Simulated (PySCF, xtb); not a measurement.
C2H8InNO, SMILES C[CH2][In]([OH])[NH2]. Other conformers were not sampled.

Harmonic wavenumbers (cm⁻¹) from xtb 6.7.1 with GFN2-xTB at its own minimum, in rising order: 33, 66, 87, 124, 155, 203, 215, 288, 371, 424, 442, 578, 605, 639, 649, 912, 967, 1063, 1151, 1207, 1396, 1433, 1473, 1477, 1487, 2954, 2959, 2974, 2997, 3010, 3339, 3387, 3657.

### Question
What does PBE-D3(BJ)/def2-SVP (PySCF) give at its own minimum? (An estimate is asked for; the answer gives what the named calculation found.)

### Answer
21, 62, 106, 129, 199, 225, 226, 283, 420, 463, 556, 572, 627, 725, 775, 913, 938, 1026, 1142, 1199, 1347, 1389, 1421, 1422, 1478, 2957, 2991, 3037, 3045, 3067, 3421, 3523, 3717. Paired by order, the mean absolute difference is 41 cm⁻¹ and the zero-point energies are 61.1 and 62.1 kcal/mol.
